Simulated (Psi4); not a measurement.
Torsional profile of SMILES F[SiH2][SeH]. Scanned: dihedral F1–Si2–Se3–H6; all other coordinates were relaxed at B3LYP-D3(BJ)/def2-SVP. Points at φ and −φ are mirror images. Heavy atoms are numbered in the order of the SMILES F[SiH2][SeH], hydrogens after them in the order of the atoms that carry them; the mirror image has the same energies with the sign of each dihedral reversed.

Computed with: PBE/def2-TZVP // B3LYP-D3(BJ)/def2-SVP (Psi4); PBE-D3(BJ)/def2-TZVP // B3LYP-D3(BJ)/def2-SVP (Psi4); M06-2X/def2-TZVP // B3LYP-D3(BJ)/def2-SVP (Psi4); MP2/cc-pVTZ = DF-MP2 (frozen core)/cc-pVTZ // B3LYP-D3(BJ)/def2-SVP (Psi4).

Energies relative to the lowest point of each profile, in kcal/mol; the last columns give the difference from MP2:

```tsv
φ / °	PBE/def2-TZVP	PBE-D3(BJ)/def2-TZVP	M06-2X/def2-TZVP	MP2/cc-pVTZ	PBE/def2-TZVP − MP2/cc-pVTZ	PBE-D3(BJ)/def2-TZVP − MP2/cc-pVTZ	M06-2X/def2-TZVP − MP2/cc-pVTZ
-150	1.93	1.94	1.60	1.70	0.24	0.24	-0.10
-120	1.02	1.02	0.90	0.98	0.04	0.04	-0.09
-90	0.00	0.00	0.00	0.00	0.00	0.00	0.00
-60	0.21	0.21	0.12	0.10	0.11	0.11	0.02
-30	1.82	1.81	1.47	1.53	0.29	0.28	-0.06
0	2.88	2.87	2.35	2.48	0.40	0.39	-0.13
30	1.82	1.81	1.47	1.53	0.29	0.28	-0.06
60	0.21	0.21	0.12	0.10	0.11	0.11	0.02
90	0.00	0.00	0.00	0.00	0.00	0.00	0.00
120	1.02	1.02	0.90	0.98	0.04	0.04	-0.09
150	1.93	1.94	1.60	1.70	0.24	0.24	-0.10
180	2.24	2.24	1.76	1.86	0.39	0.39	-0.10
```

PBE/def2-TZVP is furthest from MP2/cc-pVTZ at 0 (0.40 kcal/mol, above); its mean absolute difference over the points is 0.18 kcal/mol.

PBE-D3(BJ)/def2-TZVP is furthest from MP2/cc-pVTZ at 0 (0.39 kcal/mol, above); its mean absolute difference over the points is 0.18 kcal/mol.

M06-2X/def2-TZVP is furthest from MP2/cc-pVTZ at 0 (-0.13 kcal/mol, below); its mean absolute difference over the points is 0.06 kcal/mol.
